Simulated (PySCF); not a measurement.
GeH3N (calculated)

All values are calculated (PySCF 2.14.0). Calculation on a computer-drawn molecule: vertical ionisation energy to the stated ion spin, frozen-core CCSD(T) at the basis limit and cheaper methods, single-reference cases, UHF for radicals, no spin-orbit; all values are single points at the evaluated structure, the first of each entry, which is the reference or a displaced copy of it and isn't optimised; the reference structure only sets the zero of the energies above reference; triples share is (T) over the correlation energy; on germanium a core potential holds 10 electrons, which the energies leave out, and 3d is frozen in MP2 and coupled-cluster steps.

Common to all runs: charge 0; multiplicity 1; ion multiplicity 2; diffuse functions no; basis cc-pVnZ; basis and core potential on germanium cc-pVnZ-PP ECP10MDF; reference is the Hartree-Fock double-zeta minimum; best is HF at quadruple zeta + MP2 correlation extrapolated from triple and quadruple zeta + CCSD(T) minus MP2 at triple zeta; basis step is the size of the change from the same recipe one zeta lower.

(1) GeH3N

Evaluated structure:
```xyz
5
GeH3N
N      0.2811    -0.4020    -1.2567
Ge     2.0411    -0.8349    -1.3855
H     -0.1947    -0.3947    -0.3734
H     -0.3128    -0.1400    -2.0141
H      2.0985    -0.6373    -2.9616
```

Reference structure:
```xyz
5
GeH3N
N      0.2870    -0.4006    -1.2527
Ge     2.0396    -0.8374    -1.3842
H     -0.1958    -0.3974    -0.3740
H     -0.3141    -0.1390    -2.0110
H      2.0970    -0.6332    -2.9605
```

It finds ionisation energy best 9.044 eV; ionisation energy basis step 0.04837 eV; energy above reference best -0.005048 kcal/mol; energy above reference basis step 0.01137 kcal/mol; ionisation energy Koopmans at triple zeta 9 eV; ionisation energy EOM CCSD at triple zeta 9.027 eV; total energy HF triple zeta -349.6051 hartree; total energy CCSD(T) triple zeta -349.9619 hartree; total energy best -350.0064 hartree; T1 diagnostic at triple zeta 0.01705; D1 diagnostic at triple zeta 0.04908; ion T1 diagnostic at triple zeta 0.02439; ion D1 diagnostic at triple zeta 0.07728; ion spin squared at triple zeta 0.7847; triples share at triple zeta 0.0378; basis functions triple zeta 111; dipole magnitude HF at triple zeta 1.324 debye; dipole magnitude CCSD unrelaxed at triple zeta 1.549 debye; dipole magnitude PBE at triple zeta 1.717 debye; dipole magnitude r2SCAN at triple zeta 1.71 debye; dipole magnitude B3LYP at triple zeta 1.555 debye; dipole magnitude wB97X at triple zeta 1.505 debye.

Drawn bonds:
```tsv
atom	other atom	order
1	2	1
1	3	1
1	4	1
2	5	1
```

Triple zeta:
```tsv
method	ionisation energy (eV)	energy above reference (kcal/mol)
HF	8.107	0.02472
PBE	8.875	0.009131
r2SCAN	8.904	0.03917
B3LYP	9.064	-0.0005295
wB97X	9.138	0.04138
MP2	8.829	0.003095
CCSD	8.915	0.008783
CCSD(T)	8.917	-0.001069
```

(2) GeH3N

Evaluated structure:
```xyz
5
GeH3N
N      0.2562    -0.3505    -1.1971
Ge     2.0666    -0.8138    -1.3998
H     -0.1936    -0.4098    -0.3905
H     -0.4177    -0.1306    -2.1049
H      2.1086    -0.6618    -3.0196
```

Reference structure:
```xyz
5
GeH3N
N      0.2870    -0.4006    -1.2527
Ge     2.0396    -0.8374    -1.3842
H     -0.1958    -0.3974    -0.3740
H     -0.3141    -0.1390    -2.0110
H      2.0970    -0.6332    -2.9605
```

It finds ionisation energy best 9.06 eV; ionisation energy basis step 0.05277 eV; energy above reference best 13.68 kcal/mol; energy above reference basis step 0.2333 kcal/mol; ionisation energy Koopmans at triple zeta 9.027 eV; ionisation energy EOM CCSD at triple zeta 9.048 eV; total energy HF triple zeta -349.5792 hartree; total energy CCSD(T) triple zeta -349.9401 hartree; total energy best -349.9846 hartree; T1 diagnostic at triple zeta 0.01927; D1 diagnostic at triple zeta 0.05684; ion T1 diagnostic at triple zeta 0.02783; ion D1 diagnostic at triple zeta 0.08748; ion spin squared at triple zeta 0.7884; triples share at triple zeta 0.03938; basis functions triple zeta 111; dipole magnitude HF at triple zeta 1.008 debye; dipole magnitude CCSD unrelaxed at triple zeta 1.298 debye; dipole magnitude PBE at triple zeta 1.465 debye; dipole magnitude r2SCAN at triple zeta 1.453 debye; dipole magnitude B3LYP at triple zeta 1.284 debye; dipole magnitude wB97X at triple zeta 1.22 debye.

Drawn bonds:
```tsv
atom	other atom	order
1	2	1
1	3	1
1	4	1
2	5	1
```

Triple zeta:
```tsv
method	ionisation energy (eV)	energy above reference (kcal/mol)
HF	8.138	16.29
PBE	8.876	12.52
r2SCAN	8.908	14.07
B3LYP	9.067	13.41
wB97X	9.145	14.71
MP2	8.846	14.17
CCSD	8.936	14.14
CCSD(T)	8.929	13.67
```

(3) GeH3N

Evaluated structure:
```xyz
5
GeH3N
N      0.2562    -0.3505    -1.1971
Ge     2.0666    -0.8138    -1.3998
H     -0.1421    -0.4030    -0.4829
H     -0.4177    -0.1306    -2.1049
H      2.1086    -0.6618    -3.0196
```

Reference structure:
```xyz
5
GeH3N
N      0.2870    -0.4006    -1.2527
Ge     2.0396    -0.8374    -1.3842
H     -0.1958    -0.3974    -0.3740
H     -0.3141    -0.1390    -2.0110
H      2.0970    -0.6332    -2.9605
```

Drawn bonds:
```tsv
atom	other atom	order
1	2	1
1	3	1
1	4	1
2	5	1
```

Questions
1. GeH3N (entry 3): ionisation energy EOM CCSD at triple zeta?
2. What energy above reference basis step does the calculation give for GeH3N (entry 3)?
3. GeH3N (entry 3): D1 diagnostic at triple zeta?
4. Give the missing energy above reference best for GeH3N (entry 3).

Calculated values
1. 9.075 eV
2. 0.01463 kcal/mol
3. 0.05545
4. 37.97 kcal/mol

Further results for GeH3N (entry 3):

```
ionisation energy best                         : 9.088 eV
ionisation energy basis step                   : 0.05192 eV
ionisation energy Koopmans at triple zeta      : 9.041 eV
total energy HF triple zeta                    : -349.5422 hartree
total energy CCSD(T) triple zeta               : -349.9009 hartree
total energy best                              : -349.9459 hartree
T1 diagnostic at triple zeta                   : 0.01895
ion T1 diagnostic at triple zeta               : 0.02748
ion D1 diagnostic at triple zeta               : 0.08388
ion spin squared at triple zeta                : 0.7865
triples share at triple zeta                   : 0.03855
basis functions triple zeta                    : 111
dipole magnitude HF at triple zeta             : 0.9654 debye
dipole magnitude CCSD unrelaxed at triple zeta : 1.241 debye
dipole magnitude PBE at triple zeta            : 1.411 debye
dipole magnitude r2SCAN at triple zeta         : 1.399 debye
dipole magnitude B3LYP at triple zeta          : 1.226 debye
dipole magnitude wB97X at triple zeta          : 1.168 debye
```

Triple zeta:
```tsv
method	ionisation energy (eV)	energy above reference (kcal/mol)
HF	8.162	39.51
PBE	8.903	37.84
r2SCAN	8.936	38.53
B3LYP	9.094	37.73
wB97X	9.172	39.12
MP2	8.876	38.83
CCSD	8.964	38.51
CCSD(T)	8.958	38.29
```
